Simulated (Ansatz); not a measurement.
Consider the isomerisation: `C=C=C(N)[SiH3]` → `C[SiH](C)C#N`.

Program: Ansatz. Geometries: PBE0-D4/def2-TZVP. ΔE: electronic, gas phase. CCSD(T)/CBS adds triple-zeta CCSD(T) − MP2 to the extrapolated MP2 energy (def2 sets, frozen cores). Functionals use def2-TZVPP. One conformer a species, not always the lowest.

(1) Is it downhill or uphill in electronic energy at CCSD(T)/CBS, and by how much? (An estimate is asked.)

(2) What do these levels give: PBE-D4, PBE0-D4, r2SCAN0-D4, BHLYP-D4, CAM-B3LYP-D4, PBE-QIDH, revPBE, r2SCANh, HF/def2-SVP, CCSD(T)/def2-SVP, MP2/def2-TZVPP, CCSD/CBS(def2)? (Best estimate.)

Largest T1 diagnostic among the species: 0.013.

Results:

(1) The calculation gave: Downhill: ΔE = -61.2 kcal/mol.

(2) The calculation gave: PBE-D4 -52.0, PBE0-D4 -54.7, r2SCAN0-D4 -57.3, BHLYP-D4 -58.3, CAM-B3LYP-D4 -57.2, PBE-QIDH -60.6, revPBE -54.3, r2SCANh -56.8, HF/def2-SVP -61.7, CCSD(T)/def2-SVP -59.9, MP2/def2-TZVPP -65.7, CCSD/CBS(def2) -62.0 kcal/mol.

From r2SCAN to r2SCAN0 (25 % exact exchange), in def2-TZVPP and without D4, ΔE moves by −1.1 kcal/mol. At CCSD(T), def2-SVP lies +1.2 kcal/mol from the extrapolated value and def2-TZVPP −1.3 kcal/mol.
